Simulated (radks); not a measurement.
The zirconium ion Zr25+, 15 electrons, occupied as [Ne] 3s2 3p3. Method: scalar-relativistic Kohn-Sham, BLYP, spin-polarised, spherical densities, finite nucleus; open shells are filled with parallel spins first (spin-orbit coupling, left out, can overturn this in heavy ions); Fermi nuclear charge, rms radius 4.2694 fm; computed with a radial shooting solver on a logarithmic mesh with Libxc functionals.

Normalised radial functions P(r) = r R(r), r in bohr:

```
   r/bohr * 2s down, o 3p up (the largest magnitude, 2.53, reaches the edge; | marks zero, & curves that meet)
 0.004207                             o      *
 0.005886                             o        *
 0.008171                             |o         *
  0.01134                             |o           *
  0.01587                             | o           *
  0.02204                             |  o          *
  0.03059                             |    o     *
  0.04246                             |   *  o
  0.05942                       *     |         o
  0.08249           *                 |          o
   0.1145  *                          |        o
   0.1602  *                          | o
   0.2224          *         o        |
   0.3088           o         *       |
   0.4286           o               * |
   0.5998                   o         *
   0.8327                          o  *
    1.156                             &
```

2s down: eigenvalue -3594.2 eV, 1 radial node at r = 0.0492 bohr, <r> = 0.161 bohr, 90 % of the charge inside 0.247 bohr. 3p up: eigenvalue -1250.7 eV, 1 radial node at r = 0.171 bohr, <r> = 0.390 bohr, 90 % of the charge inside 0.577 bohr.
